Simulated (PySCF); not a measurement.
F₂HInO, SMILES [OH][In]([F])[F]. Geometry optimised at B3LYP-D3(BJ)/def2-SVP. The def2 effective core potentials stand for the cores of In; spin–orbit coupling is left out. The values are those of a single conformer.

Level of theory: B3LYP-D3(BJ)/def2-SVP (PySCF).

Harmonic wavenumbers (cm⁻¹): 107, 125, 143, 282, 586, 625, 640, 874, 3801. Rotational constants (GHz): 4.866, 4.592, 2.363; symmetry number 1.

Problem. Work out the zero-point energy and the ideal-gas rigid-rotor harmonic-oscillator thermochemistry at 298.15 K and 1 atm.

Solution. ZPE = ½ Σ hcν = ½ × 7184 cm⁻¹ = 10.27 kcal/mol. H − E(el) = 14.53 kcal/mol. Entropy in cal/(mol K): translation 41.30, rotation 26.21, vibration 12.05, total 79.56. G − E(el) = -9.18 kcal/mol. Cp = 18.96 cal/(mol K). Modes under 150 cm⁻¹ make the vibrational entropy uncertain.
